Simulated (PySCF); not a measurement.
# Working out the ionisation energy of Cd

Cd [Kr] 4d10 5s2 (1S) → Cd⁺ [Kr] 4d10 5s1 (2S). Calculation: PySCF 2.14, in def2-SVP with the def2 core potential (28 electrons) (5s3p2d1f, 31 functions); scalar relativity through the core potential. Frozen: 4s2 4p6. Energies in hartree (1 hartree = 27.21139 eV):

| part | Cd (lower) | Cd⁺ (upper) |
| --- | --- | --- |
| UHF | -166.846609 | -166.576992 |
| CCSD correlation | -0.270559 | -0.229238 |
| (T) | -0.005258 | -0.002906 |

Task: What does Hartree-Fock give?

Result: (-166.576992) − (-166.846609) = 0.269617 hartree = 7.337 eV.

Task: What do CCSD and CCSD(T) give?

Result: The CCSD correlation energies differ by 0.041321 hartree = 1.124 eV and the triples by 0.002352 hartree = 0.064 eV, so CCSD gives 8.461 eV and CCSD(T) 8.525 eV.

Measured between the centres of the two terms (NIST): 8.994 eV, so CCSD(T) (valence) is off by -0.469 eV.

A double-zeta basis recovers only part of the correlation energy.

What remains against the reference includes basis incompleteness, the frozen core and higher excitations.
